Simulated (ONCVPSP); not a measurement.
## What the settings do to the ONCV potential of Sb (Z = 51)

Base potential:

Sb, optimised norm-conserving Vanderbilt (ONCV), made with ONCVPSP 4.0.1 (PBE, scalar-relativistic). Core [Ar] 3d10, reference 4s2 4p6 4d10 5s1 5p4. Waves: 4s+5s: rc 1.35 bohr, ncon 4, nbas 8, qcut 9 1/bohr, 2 projectors; 4p+5p: rc 1.40 bohr, ncon 4, nbas 8, qcut 10.6 1/bohr, 2 projectors; 4d: rc 1.30 bohr, ncon 5, nbas 10, qcut 9.4 1/bohr, local. Local part: the d channel. Core correction: none.

Cutoffs, loose and tight: the cutoffs (Ha) at which the residual kinetic energy of the hardest occupied pseudo-wave falls to 1 and 0.1 mHa per electron. They do not see the model core or the augmentation charge, which bear on the density cutoff. Test errors are all-electron minus pseudo excitation energies from the reference, over the configurations 4s2 4p6 4d10 5s2 5p3; 4s2 4p6 4d10 5s2 5p2; 4s2 4p6 4d10 5s2 5p1; 4s2 4p6 4d10 5s0 5p5. A dash means not determined; rows that change the core or the reference have their own tests.

A true bound ghost makes a file unfit for plane-wave use even where its test errors are small: the radial tests pick states by their node count and pass the ghost by.

```csv
change,outcome,"cutoff, loose","cutoff, tight",bound ghosts,GHOST(+) flags above zero,largest test error (meV)
base,generated,41 Ha,91 Ha,none,s,-3.7
"all radii scaled by about 0.81 (s 1.10, p 1.14, d 1.06 bohr)",generated,48 Ha,203 Ha,none,s,-4.1
"all radii scaled by about 0.90 (s 1.22, p 1.26, d 1.16 bohr)",generated,45 Ha,161 Ha,none,s,-3.8
"all radii scaled by about 1.07 (s 1.44, p 1.50, d 1.40 bohr)",generated,39 Ha,51 Ha,none,s,-3.9
"all radii scaled by about 1.20 (s 1.62, p 1.68, d 1.56 bohr)",generated,37 Ha,42 Ha,none,"s, p",-4.5
"all radii scaled by about 1.27 (s 1.72, p 1.78, d 1.66 bohr)",generated,35 Ha,40 Ha,p,s,-6.0
```

Reading the sweep of the scale of all radii (base = 1) (base included, trends over the rows without a ghost): The loose cutoff falls from 48 Ha at 0.81 to 37 Ha at 1.2. A larger radius leaves more room for a smooth pseudo-wave, so fewer plane waves are needed; a smaller one forces it to follow the all-electron wave where it bends sharply. The median size of the test errors (rows with all tests solved) stays near 0.7 meV. Bound ghosts are found at 1.27.
